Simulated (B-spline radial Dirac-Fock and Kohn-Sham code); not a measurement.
**Elastic and transport cross sections of cesium for electrons**

Method: relativistic (Dirac) partial waves in the static field of the Dirac-Fock atom with Furness-McCarthy exchange, without polarisation or absorption potentials. Computed with a B-spline atomic structure program. σ_tr1 and σ_tr2 weight the cross section with 1 − P₁ and 1 − P₂ of cos θ; "backward" is the share scattered beyond 90°.

| energy (eV) | σ (a₀²) | σ_tr1 (a₀²) | σ_tr2 (a₀²) | σ/σ_tr1 | backward (%) |
| --- | --- | --- | --- | --- | --- |
| 43600 | 1.25 | 0.0101 | 0.0228 | 124 | 0.11 |
| 44700 | 1.22 | 0.00969 | 0.0219 | 126 | 0.11 |
| 45000 | 1.22 | 0.00958 | 0.0217 | 127 | 0.11 |
| 50000 | ? | ? | ? | ? | ? |
| 62000 | 0.975 | 0.00572 | 0.0133 | 171 | 0.072 |
| 62300 | 0.972 | 0.00567 | 0.0132 | 171 | 0.072 |
| 63200 | 0.962 | 0.00554 | 0.0129 | 174 | 0.070 |
| 69500 | 0.901 | 0.00475 | 0.0112 | 190 | 0.062 |
| 94300 | 0.734 | 0.00290 | 0.00699 | 253 | 0.041 |
| 100000 | 0.706 | 0.00264 | 0.00639 | 267 | 0.038 |
| 112000 | 0.657 | 0.00220 | 0.00537 | 298 | 0.033 |
| 200000 | 0.465 | 0.000875 | 0.00221 | 532 | 0.015 |
| 300000 | 0.381 | 0.000465 | 0.00120 | 819 | 0.0081 |

Q: Fill in the row for 50 keV.

A: σ = 1.13 a₀², σ_tr1 = 0.00809 a₀², σ_tr2 = 0.0185 a₀², σ/σ_tr1 = 140, backward 0.096 %. The ratio σ/σ_tr1 is roughly the number of elastic collisions that randomise the direction.
